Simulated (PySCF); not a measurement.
Ag²⁸⁺: ionisation energy

Ag²⁸⁺ [Ar] 3d1 [3d3/2^1, M_J = 3/2] → Ag²⁹⁺ [Ar], as a difference of total energies. All numbers are calculated (PySCF 2.14, the two-component X2C-1e Hamiltonian, in an uncontracted even-tempered set (16 s from 4.3 bohr⁻², ratio 2.8; 12 p from 5.6 bohr⁻², ratio 2.8; 8 d from 5.6 bohr⁻², ratio 2.8; 3 f from 17 bohr⁻², ratio 3)). Correlated levels: [Ne] frozen; the 74 highest virtual spinors dropped. "Screened" scales the spin-orbit matrix elements by Boettger's factors to mimic the two-electron term; Breit and QED terms are absent.

| method | ionisation energy (eV) |
| --- | --- |
| GHF (spin-free) | 1530.1 |
| GMP2 (spin-free) | 1529.9 |
| GHF (screened spin-orbit) | 1535.1 |
| GMP2 (screened spin-orbit) | 1534.9 |

Breit and QED terms and the two-electron picture change are absent.

The spin-free rows lack the spin-orbit shift.

For comparison: 1535 ± 4 eV (theoretical estimate listed by NIST; NIST Atomic Spectra Database, ionization energies).
